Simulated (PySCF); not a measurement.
Molfile (atoms numbered from 1):
```
C5H9NSi
     RDKit          3D

 16 16  0  0  0  0  0  0  0  0999 V2000
   -2.6836    1.5878    2.0113 N   0  0  0  0  0  0  0  0  0  0  0  0
   -2.2737    1.0478    1.0733 C   0  0  0  0  0  0  0  0  0  0  0  0
   -1.7206    0.3713   -0.0939 C   0  0  0  0  0  0  0  0  0  0  0  0
   -0.2135    0.5532   -0.2152 C   0  0  2  0  0  0  0  0  0  0  0  0
    0.4935   -0.2183   -1.3597 C   0  0  0  0  0  0  0  0  0  0  0  0
    1.8996   -0.4202   -0.7394 C   0  0  0  0  0  0  0  0  0  0  0  0
    1.0666   -0.2414    0.9549 Si  0  0  0  0  0  4  0  0  0  0  0  0
   -2.2411    0.7524   -0.9901 H   0  0  0  0  0  0  0  0  0  0  0  0
   -1.9754   -0.6994   -0.0179 H   0  0  0  0  0  0  0  0  0  0  0  0
    0.0254    1.6276   -0.2990 H   0  0  0  0  0  0  0  0  0  0  0  0
    0.0027   -1.1972   -1.4976 H   0  0  0  0  0  0  0  0  0  0  0  0
    0.4767    0.2898   -2.3391 H   0  0  0  0  0  0  0  0  0  0  0  0
    2.5544    0.4409   -0.9482 H   0  0  0  0  0  0  0  0  0  0  0  0
    2.4315   -1.3376   -1.0252 H   0  0  0  0  0  0  0  0  0  0  0  0
    0.5799   -1.5429    1.5095 H   0  0  0  0  0  0  0  0  0  0  0  0
    1.7029    0.5608    2.0423 H   0  0  0  0  0  0  0  0  0  0  0  0
  1  2  3  0
  2  3  1  0
  3  4  1  0
  4  5  1  0
  5  6  1  0
  6  7  1  0
  7  4  1  0
  3  8  1  0
  3  9  1  0
  4 10  1  6
  5 11  1  0
  5 12  1  0
  6 13  1  0
  6 14  1  0
  7 15  1  0
  7 16  1  0
M  END
```

Geometry: PBE0-D3(BJ)/def2-SVP; GIAO absolute shieldings from PySCF 2.14.0 with density-fitted response routines, gas phase, non-relativistic, averaged over equivalent atoms.

At B3LYP/pcSseg-1 (171 basis functions, 39 s wall time on 1 thread of an Arm Neoverse N1, shared host):
```csv
atoms,σ (ppm)
N1,-40.4
C2,56.9
C5,146.7
C4,152.0
C3,157.6
C6,171.6
Si7,359.8
H16,26.45
H15,26.90
H12,28.87
H8,29.09
H9,29.40
H10,29.72
H11,29.72
H13,30.26
H14,30.41
```

Problem. What do these become at PBE0/pcSseg-1?

Solution. 
```
atoms  σ at PBE0/pcSseg-1  change
   N1               -37.2    +3.2
   C2                60.4    +3.5
   C5               153.4    +6.7
   C4               159.6    +7.6
   C3               163.2    +5.6
   C6               177.7    +6.1
  Si7               372.6   +12.8
  H16               26.28   -0.17
  H15               26.67   -0.23
  H12               28.77   -0.10
   H8               28.98   -0.11
   H9               29.28   -0.12
  H10               29.56   -0.16
  H11               29.59   -0.13
  H13               30.11   -0.15
  H14               30.29   -0.12
```

The largest change is at Si7 (silicon bonded to 2 C, 2 H, in a 4-membered ring). Cost: 171 basis functions, 42 s wall time on 1 thread of an Arm Neoverse N1, shared host. The order of the carbon signals is the same at both levels.
